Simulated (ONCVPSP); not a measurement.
# What the settings do to the ONCV potential of ytterbium

Base potential:

| Quantity | Value |
| --- | --- |
| Element | Yb |
| Generator | ONCVPSP 4.0.1 |
| Type | optimised norm-conserving Vanderbilt (ONCV) |
| Functional | PBE |
| Relativity | scalar-relativistic |
| Frozen core | [Kr] 4d10 4f13 |
| Valence charge | 11 |
| Reference configuration | 5s2 5p6 5d1 6s2 |
| Partial waves | 5s+6s: rc 1.75 bohr, ncon 3, nbas 7, qcut 7.9 1/bohr, 2 projectors; 5p: rc 2.25 bohr, ncon 4, nbas 7, qcut 6.1 1/bohr, 2 projectors, debl 0.3 Ha; 5d: rc 3.10 bohr, ncon 4, nbas 8, qcut 4.7 1/bohr, 2 projectors, debl 3.6 Ha |
| Local potential | polynomial inside 1.45 bohr (lpopt 5, dvloc0 3 Ha) |
| Core correction | none |

In the p channel the program set the typed energies aside and used -1.140, 0.250 Ha.

All-electron outer shells of the reference configuration (PBE, scalar-relativistic, ld1.x):

```csv
shell,level (eV),outermost node (bohr),outermost maximum (bohr)
5s,-59.34,0.58,1.07
5p,-31.02,0.62,1.22
4f,-9.61,–,0.48
6s,-4.57,1.44,3.12
5d,-1.86,0.70,1.85
```

Cutoffs, loose and tight: the cutoffs (Ha) at which the residual kinetic energy of the hardest occupied pseudo-wave falls to 1 and 0.1 mHa per electron. They do not see the model core or the augmentation charge, which bear on the density cutoff. Test errors are all-electron minus pseudo excitation energies from the reference, over the configurations 5s2 5p6 5d1 6s1; 5s2 5p6 5d1 6s0; 5s2 5p6 5d0 6s0; 5s1 5p6 5d1 6s2. A dash means not determined; rows that change the core or the reference have their own tests. The largest error is taken over the tests solved by every variant that gives reliable tests at all: 5s1 5p6 5d1 6s2; 5s2 5p6 5d1 6s0; 5s2 5p6 5d1 6s1.

| change | outcome | cutoff, loose | cutoff, tight | bound ghosts | GHOST(+) flags above zero | largest test error (meV) |
| --- | --- | --- | --- | --- | --- | --- |
| base | generated, projector energies reset by the program | 20 Ha | 24 Ha | none | s | -482 |
| local potential polynomial inside 1.45 bohr (lpopt 5, dvloc0 6.5 Ha) | generated, projector energies reset by the program | 20 Ha | 24 Ha | none | none | -482 |
| p: qcut 5 | generated, projector energies reset by the program | 20 Ha | 24 Ha | none | s | -484 |
| core correction Teter function, fcfact 4.75, rcfact 1.7 | generated, projector energies reset by the program | 20 Ha | 24 Ha | none | s | -569 |
| local potential polynomial inside 1.60 bohr (lpopt 3, dvloc0 3 Ha) | generated, projector energies reset by the program | 20 Ha | 24 Ha | none | none | -482 |
| s: qcut 8.2 | generated, projector energies reset by the program | 22 Ha | 25 Ha | none | s | -465 |
| d: rc 3 | generated, projector energies reset by the program | 20 Ha | 24 Ha | none | s | -476 |

Problem. What comes out with this change to the base: all radii scaled by about 1.03 (s 1.80, p 2.32, d 3.20 bohr); local potential polynomial inside 1.50 bohr (lpopt 5, dvloc0 3 Ha)?

Solution. outcome: generated, projector energies reset by the program; cutoff, loose: 20 Ha; cutoff, tight: 23 Ha; bound ghosts: none; GHOST(+) flags above zero: none; largest test error (meV): -501.

Problem. What comes out with this change to the base: s: qcut 11.2; p: qcut 8.6; d: qcut 6.7?

Solution. outcome: failed: ERROR pspot: first pseudo wave function has node, program will stop. Cause: the optimised pseudo-wave of the first projector has a node, so the radial equation cannot be inverted for a potential.
